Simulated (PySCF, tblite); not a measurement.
A database entry of computed molecular properties. Lists by class give the value and the number of equivalent atoms.

```json
{
 "formula": "C8H8F",
 "smiles": "C=[C]C(=C)/C=C(\\F)C=C",
 "inchi": "InChI=1S/C8H8F/c1-4-7(3)6-8(9)5-2/h5-6H,1-3H2/b8-6-",
 "charge": 0,
 "multiplicity": 2,
 "geometry_level": "GFN2-xTB",
 "atoms_angstrom": [
  ["C", 2.92, -0.071, 0.652],
  ["C", 1.704, -0.011, 1.061],
  ["C", 0.434, 0.06, 1.536],
  ["C", 0.182, 0.111, 2.899],
  ["C", -0.696, 0.084, 0.611],
  ["C", -0.66, -0.008, -0.726],
  ["F", 0.523, -0.14, -1.373],
  ["C", -1.822, 0.019, -1.587],
  ["C", -1.768, -0.106, -2.91],
  ["H", 3.503, 0.814, 0.426],
  ["H", 3.431, -1.009, 0.479],
  ["H", -0.824, 0.16, 3.271],
  ["H", 0.985, 0.096, 3.611],
  ["H", -1.669, 0.182, 1.069],
  ["H", -2.765, 0.148, -1.075],
  ["H", -0.831, -0.239, -3.424],
  ["H", -2.656, -0.079, -3.517]
 ],
 "electronic_structure_code": "PySCF",
 "results": {
  "GFN2-xTB geometry": {
   "rotational_constants_GHz": [3.142, 1.017, 0.773]
  },
  "GFN2-xTB harmonic vibrations, gas phase": {
   "strongest_ir_bands_cm-1_km_per_mol_modes": [
    [695.3, 37.2, 1],
    [853.4, 30.2, 1],
    [1281.4, 29.9, 1],
    [1957.3, 117.0, 1],
    [3141.7, 33.9, 1],
    [3166.3, 30.5, 1]
   ],
   "zpe_kcal_per_mol": 78.6
  },
  "UKS B3LYP, pcH-1 on C F H, non-relativistic, mean-field spin-orbit, GIAO": {
   "g_iso": 2.00233,
   "g_tensor": [2.00213, 2.00219, 2.00266],
   "s2": 0.79,
   "a_iso_by_class_MHz": [
    ["1H", 116.3, 1],
    ["1H", 115.9, 1],
    ["13C", 61.6, 1],
    ["13C", 53.0, 1],
    ["13C", -51.3, 1]
   ],
   "spin_populations_mulliken_by_atom": [-0.12, 0.61, -0.23, 0.73, 0.07, -0.07, 0.0, 0.03, -0.05, 0.05, 0.05, -0.03, -0.03, 0.0, 0.0, 0.0, 0.0]
  }
 }
}
```

⟨S²⟩ is 0.040 above the pure-spin value S(S + 1) = 0.75. With B = h/(8π²I), that is 505.379 GHz u Å² over I, the principal moments of inertia are 160.8, 496.7 and 654.0 u Å² (most abundant isotopes). At 9.50 GHz, hν = g·μB·B₀ (B₀ the magnetic field) puts the centre of the isotropic spectrum, to first order, at 339.0 mT. The zero-point energy, half the sum of the 45 harmonic wavenumbers, equals 27500 cm⁻¹ or 329 kJ/mol. g_iso is shifted by about +10 ppm from the free-electron value 2.002319; the principal values span 0.0005.

 In GFN2-xTB open shells enter through the occupations alone, without spin polarisation, so single modes can be far off. Hyperfine couplings depend on the geometry, which wasn't re-optimised at a DFT level.

Conformer computed: `[CH2:1]=[C:2][C:3](=[CH2:4])/[CH:5]=[C:6](\[F:7])[CH:8]=[CH2:9]`: C2–C3–C5–C6 3°, C5–C6–C8–C9 -178°.

One conformer stands for the species.
